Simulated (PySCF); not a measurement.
## A small calculation by hand: chemical shift, span and skew from a shielding tensor

C₂H₇FOSi₂, SMILES O=C([SiH3])[Si@@H](F)C. Atoms are numbered in the order given.

```xyz
13

C      2.4685    -0.1551    -0.5774
Si     1.0466     0.1634     0.5831
F      0.6652    -1.1922     1.4228
C     -0.5295     0.6196    -0.4396
O     -0.4305     1.5592    -1.2135
Si    -2.1900    -0.3903    -0.2593
H      2.5749     0.7113    -1.2506
H      2.2757    -1.0475    -1.1936
H      3.4174    -0.2997    -0.0380
H      1.3278     1.2458     1.5636
H     -2.6011    -0.3732     1.1745
H     -3.2453     0.2098    -1.1199
H     -1.9194    -1.8005    -0.6649
```
Charge 0, spin multiplicity 1.

Geometry optimised at B3LYP-D3(BJ)/def2-SVP. The structure was generated by enumeration; whether it is a known compound was not checked. Other conformers were not sampled.

GIAO shieldings from KT2/pcSseg-1 (PySCF), non-relativistic, no solvent. The symmetric part of the tensor of C1 has the principal values 174.9, 192.1, 192.6 ppm. The same nucleus in TMS has σ = 185.1 ppm at this level (PySCF, at its B3LYP-D3(BJ)/def2-TZVP geometry).

### Question
Work out the isotropic shielding, the ¹³C shift against TMS, the span and the skew.

### Answer

σ(iso) = (σ11 + σ22 + σ33)/3 = 186.5 ppm. δ = σ(ref) − σ(iso) = 185.1 − (186.5) = -1.4 ppm.
Span Ω = σ33 − σ11 = 17.7 ppm. Skew κ = 3(σ(iso) − σ22)/Ω = -0.94. Tumbling in solution averages the tensor to δ; in a static solid the shielding alone would spread this spin-1/2 line over Ω.
